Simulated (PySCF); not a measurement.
Molecule: 2-fluoropyridine (Fc1ccccn1, C5H4FN).

Structure with atom numbers: `[F:1][c:2]1[cH:3][cH:4][cH:5][cH:6][n:7]1` (H(Xn): hydrogen on atom n).

Spin–spin couplings on one PBE0-D3(BJ)/def2-SVP geometry, PySCF 2.14.0 with density-fitted response routines, gas phase, non-relativistic, equivalent pairs averaged (spin–dipole term only in couplings to heteroatoms); isotopes ¹³C, ¹⁹F; functional B3LYP.

Reference values (Hz): ¹J(C2,F1) = 236.7 (measured; liquid or solution; F. J. Weigert, PhD thesis, Caltech 1968 (Carbon-13 magnetic resonance spectroscopy)); ³J(C6,F1) = 14.7 (measured; liquid or solution; F. J. Weigert, PhD thesis, Caltech 1968 (Carbon-13 magnetic resonance spectroscopy)); ³J(C4,F1) = 7.8 (measured; liquid or solution; F. J. Weigert, PhD thesis, Caltech 1968 (Carbon-13 magnetic resonance spectroscopy)); ²J(C3,F1) = 37.4 (measured; liquid or solution; F. J. Weigert, PhD thesis, Caltech 1968 (Carbon-13 magnetic resonance spectroscopy)).

How do the couplings (Hz) change with the basis set? Times are CPU seconds on shared hosts with different chips, so compare them loosely. Far from the basis limit: pcJ-0, 6-31G*, def2-TZVP, cc-pVTZ.

## Answers


```
basis set  functions  ¹J(C2,F1)  ³J(C6,F1)  ³J(C4,F1)  ²J(C3,F1)  mean abs. error  core-s
    pcJ-0        103     -392.5        9.1       -0.6        2.3             50.9      11
   6-31G*        106     -190.3       12.9        4.2       32.1             14.3     9.9
    pcJ-1        229     -305.0       12.7        4.8       36.1             18.6      31
def2-TZVP        241     -332.2       14.6        5.2       38.1             24.7      42
  cc-pVTZ        266     -293.9       13.1        5.3       28.6             17.5      42
```

Errors compare magnitudes, without vibrational corrections, and the largest couplings weigh most in the mean. Closest: 6-31G*; furthest: pcJ-0.

The Fermi-contact term samples the wavefunction at the nucleus, which is why sets with added tight s functions (names with J) are made for couplings. Agreement of an ordinary basis with the reference is then largely a cancellation of errors.
